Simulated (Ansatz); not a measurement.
`CB(Cl)[SeH]` + H₂O → `CB(O)[SeH]` + HCl at 400 K and 1 bar (formal hydrolysis of a B–Cl bond).

Program: Ansatz. Geometries: PBE0-D4/def2-TZVP. ΔE: electronic, gas phase. CCSD(T)/CBS is the MP2 limit (def2-TZVPP, def2-QZVPP) plus CCSD(T) − MP2 in def2-TZVPP, frozen cores. This one scheme is used for every species. For Se outer-core shells are correlated without core-valence functions, which leaves a few kJ/mol of doubt a bond. Scalar relativity is left out up to krypton. One conformer a species, not always the lowest.

| species | CCSD(T)/CBS energy (Eh) | H − E (kJ/mol) | S (J/(mol·K)) |
| --- | --- | --- | --- |
| `CB(Cl)[SeH]` | -2925.81492 | 160.3 | 362.3 |
| H₂O | -76.37941 | 69.8 | 198.6 |
| `CB(O)[SeH]` | -2541.82476 | 196.8 | 360.0 |
| HCl | -460.38127 | 29.6 | 195.4 |

H − E and S are ideal-gas, rigid-rotor, harmonic terms from PBE0-D4/def2-TZVP, for one conformer and one mirror image of each species. 1 Eh = 2625.50 kJ/mol, R = 8.31446 J/(mol·K).

Problem. By hand: ΔE, ΔH, ΔS and ΔG.

Solution. ΔE = (-2541.82476) + (-460.38127) − (-2925.81492) − (-76.37941) = -0.01170 Eh = -30.7 kJ/mol. Δ(H − E) = 196.8 + 29.6 − 160.3 − 69.8 = -3.7, so ΔH = -34.4 kJ/mol. ΔS = 360.0 + 195.4 − 362.3 − 198.6 = -5.5 J/(mol·K). ΔG = -34.4 − 400 × (-5.5)/1000 = -32.2 kJ/mol.

Problem. By hand: the equilibrium constant, and the temperature at which ΔG would vanish if ΔH and ΔS stayed fixed.

Solution. log₁₀ K = −ΔG/(RT ln 10) = 4.2. ΔG = 0 at ΔH/ΔS = 6255 K, far beyond where these terms or the molecules hold.

The number of gas molecules stays the same, so ΔS is small and ΔH decides. A doubt of 5 kJ/mol in ΔE shifts log₁₀ K by 0.7 here. Other conformers and mirror images would add mixing entropy, several J/(mol·K) or more a flexible species. Modes under 60 cm⁻¹, often nearly free rotors, make the harmonic entropy too high. These are equilibria of isolated gas molecules and say nothing of rates. Largest T1 diagnostic: 0.011 (customary marks: 0.02 for closed shells, 0.045 for open ones).
